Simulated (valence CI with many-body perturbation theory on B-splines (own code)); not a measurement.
# Cs49+: electric-dipole lines

Method: relativistic CI+MBPT: four valence electrons over a frozen Dirac-Fock core [He], a basis of 11 s, 11 p, 9 d, 7 f, 5 g, 2 h, 1 i functions for each j, with the one-electron correlation potential Σ1 (screened to all orders), the two-electron term Σ2, the three-electron term Σ3, Breit, model QED; selected single and double excitations, second order for the rest (own B-spline code, finite nucleus).

No measured spectrum was set against this ion. As an estimate, large intervals hold to a few tenths of a per cent, small ones and those within an open d or f shell to about a per cent. Among the levels kept, up to 280 cm⁻¹ of a level comes from second order outside the variational space, and about a tenth of that is noise between levels of different J, which matters for small intervals.

Lines 51 to 100 of 275 in falling wavelength, among levels below 6114.6 eV, chosen from the strongest by gf and those to the six lowest levels. Wavelengths and rates use the calculated energies. Electric multipoles are in the length gauge, E1 and E2 with the static RPA response of the core. Weak lines are less certain than strong ones. Lines between different terms over intervals too small for the method are left out, as are lines whose strength nearly cancels. The highest levels of a list are the least certain.

Levels are named by their leading jj configuration (3d3/2^4 stands for four electrons in 3d with j = 3/2), which in mixed levels can hold well under half, so a name can repeat and another be missing. Letters in brackets count levels of one name in rising energy.

```tsv
λ vac (Å)	Upper	Lower	A (s⁻¹)	S (a.u.) with core polarisation	S without
64.50	(2s^2 2p3/2 3p3/2) J=2	(2s^2 2p3/2 3s) J=2	4.39e+10	2.91e-02	2.91e-02
64.49	(2s 2p1/2^2 3p3/2) J=2	(2s 2p1/2^2 3s) J=1	5.19e+10	3.43e-02	3.43e-02
63.11	(2s 2p1/2 2p3/2 3p3/2) J=3 [b]	(2s 2p1/2 2p3/2 3s) J=3	7.08e+10	6.15e-02	6.15e-02
52.90	(2s 2p1/2 2p3/2^2) J=1 [a]	(2s^2 2p3/2^2) J=2	1.13e+10	2.47e-03	2.48e-03
52.29	(2s 2p1/2^2 2p3/2) J=1	(2s^2 2p1/2 2p3/2) J=2	2.44e+10	5.17e-03	5.19e-03
50.69	(2s 2p1/2 2p3/2^2) J=2 [b]	(2s^2 2p3/2^2) J=2	1.33e+10	4.27e-03	4.28e-03
49.99	(2s 2p1/2 2p3/2^2) J=1 [b]	(2s^2 2p3/2^2) J=2	3.30e+09	6.11e-04	6.12e-04
49.00	(2s 2p1/2^2 2p3/2) J=1	(2s^2 2p1/2 2p3/2) J=1	5.34e+09	9.30e-04	9.32e-04
46.13	(2p1/2^2 2p3/2^2) J=2	(2s 2p1/2 2p3/2^2) J=3	6.80e+10	1.65e-02	1.65e-02
23.14	(2s 2p1/2 2p3/2^2) J=2 [a]	(2s^2 2p1/2 2p3/2) J=1	2.03e+11	6.20e-03	6.21e-03
22.32	(2s 2p1/2 2p3/2^2) J=3	(2s^2 2p1/2 2p3/2) J=2	1.88e+11	7.20e-03	7.21e-03
21.35	(2s 2p1/2 2p3/2 3d5/2) J=2 [b]	(2s^2 2p1/2 3d3/2) J=2	3.76e+11	9.03e-03	9.05e-03
21.34	(2s 2p3/2^3) J=2	(2s^2 2p3/2^2) J=2	7.39e+11	1.77e-02	1.78e-02
21.21	(2s 2p1/2 2p3/2 3d5/2) J=3 [c]	(2s^2 2p1/2 3d5/2) J=2	7.51e+11	2.48e-02	2.48e-02
21.19	(2s 2p1/2 2p3/2 3d5/2) J=4 [c]	(2s^2 2p1/2 3d5/2) J=3	6.70e+11	2.83e-02	2.84e-02
21.13	(2p1/2 2p3/2^3) J=1	(2s 2p1/2 2p3/2^2) J=1 [a]	7.30e+11	1.02e-02	1.02e-02
21.11	(2p1/2^2 2p3/2^2) J=2	(2s 2p1/2^2 2p3/2) J=1	5.72e+11	1.33e-02	1.33e-02
21.10	(2s 2p1/2 2p3/2 3p3/2) J=3 [c]	(2s^2 2p1/2 3p3/2) J=2	7.49e+11	2.43e-02	2.44e-02
20.93	(2p3/2^4) J=0	(2s 2p3/2^3) J=1	2.87e+12	1.30e-02	1.30e-02
20.91	(2p1/2 2p3/2^3) J=2	(2s 2p1/2 2p3/2^2) J=2 [b]	1.22e+12	2.76e-02	2.77e-02
20.89	(2s 2p1/2 2p3/2 3d3/2) J=3 [c]	(2s^2 2p1/2 3d3/2) J=2	6.29e+11	1.98e-02	1.98e-02
20.85	(2s 2p1/2 2p3/2 3p1/2) J=1 [c]	(2s^2 2p1/2 3p1/2) J=0	6.74e+11	9.04e-03	9.06e-03
20.85	(2s 2p1/2 2p3/2 3p1/2) J=2 [c]	(2s^2 2p1/2 3p1/2) J=1	4.84e+11	1.08e-02	1.08e-02
20.83	(2s 2p1/2 2p3/2 3p1/2) J=1 [b]	(2s^2 2p1/2 3p1/2) J=1	9.23e+11	1.24e-02	1.24e-02
20.80	(2s 2p1/2 2p3/2 3d3/2) J=1 [d]	(2s^2 2p1/2 3d3/2) J=1	5.66e+11	7.54e-03	7.55e-03
20.77	(2s 2p1/2 2p3/2 3p3/2) J=2 [d]	(2s^2 2p1/2 3p3/2) J=2	8.66e+11	1.92e-02	1.92e-02
20.76	(2s 2p1/2 2p3/2 3s) J=1 [b]	(2s^2 2p1/2 3s) J=0	6.18e+11	8.19e-03	8.21e-03
20.75	(2s 2p1/2 2p3/2 3s) J=1 [c]	(2s^2 2p1/2 3s) J=1	7.30e+11	9.65e-03	9.66e-03
20.72	(2s 2p1/2 2p3/2 3p3/2) J=2 [c]	(2s 2p1/2^2 3s) J=1	5.90e+11	1.30e-02	1.30e-02
20.69	(2p1/2^2 2p3/2 3p1/2) J=2	(2s^2 2p1/2 3d3/2) J=1	5.94e+11	1.30e-02	1.30e-02
20.66	(2s 2p1/2 2p3/2 3d3/2) J=1 [c]	(2s^2 2p1/2 3d3/2) J=2	9.99e+11	1.30e-02	1.31e-02
20.63	(2s 2p1/2 2p3/2 3s) J=2 [c]	(2s^2 2p1/2 3s) J=1	7.37e+11	1.60e-02	1.60e-02
20.62	(2s 2p1/2 2p3/2 3d3/2) J=2 [c]	(2s^2 2p1/2 3d3/2) J=2	3.66e+11	7.91e-03	7.93e-03
20.57	(2p1/2^2 2p3/2 3s) J=2	(2s^2 2p1/2 3p3/2) J=1	5.56e+11	1.19e-02	1.19e-02
20.56	(2s 2p1/2 2p3/2 3d3/2) J=2 [d]	(2s 2p1/2^2 3p1/2) J=1	3.44e+11	7.37e-03	7.39e-03
20.53	(2s 2p1/2 2p3/2 3p3/2) J=1 [d]	(2s^2 2p1/2 3p3/2) J=2	5.98e+11	7.66e-03	7.68e-03
20.36	(2s 2p1/2 2p3/2^2) J=1 [a]	(2s^2 2p1/2 2p3/2) J=2	4.58e+10	5.72e-04	5.73e-04
20.34	(2s 2p1/2 2p3/2^2) J=0	(2s^2 2p1/2 2p3/2) J=1	7.83e+11	3.25e-03	3.25e-03
20.17	(2s 2p1/2^2 2p3/2) J=1	(2s^2 2p1/2^2) J=0	9.31e+11	1.13e-02	1.13e-02
20.02	(2s 2p1/2 2p3/2^2) J=2 [b]	(2s^2 2p1/2 2p3/2) J=2	1.36e+12	2.70e-02	2.71e-02
19.91	(2s 2p1/2 2p3/2^2) J=1 [b]	(2s^2 2p1/2 2p3/2) J=2	1.08e+12	1.26e-02	1.26e-02
19.84	(2s 2p1/2 2p3/2^2) J=1 [a]	(2s^2 2p1/2 2p3/2) J=1	1.39e+12	1.61e-02	1.62e-02
19.61	(2p1/2^2 2p3/2^2) J=0	(2s 2p1/2^2 2p3/2) J=1	1.57e+12	5.85e-03	5.86e-03
19.52	(2s 2p1/2 2p3/2^2) J=2 [b]	(2s^2 2p1/2 2p3/2) J=1	8.40e+10	1.54e-03	1.55e-03
19.39	(2s 2p3/2^3) J=1	(2s^2 2p3/2^2) J=2	1.51e+12	1.63e-02	1.63e-02
19.10	(2p1/2^2 2p3/2^2) J=2	(2s 2p1/2^2 2p3/2) J=2	6.94e+11	1.19e-02	1.19e-02
18.88	(2p1/2 2p3/2^3) J=2	(2s 2p1/2 2p3/2^2) J=3	4.14e+11	6.88e-03	6.89e-03
12.93	(2p1/2 2p3/2^3) J=1	(2s 2p1/2^2 2p3/2) J=1	3.93e+10	1.26e-04	1.26e-04
2.583	(2s 2p1/2^2 3s) J=1	(2s 2p1/2^2 2p3/2) J=1	4.03e+12	1.03e-04	1.02e-04
2.567	(2s^2 2p1/2 3p3/2) J=1	(2s 2p1/2^2 2p3/2) J=1	2.86e+12	7.17e-05	7.15e-05
```
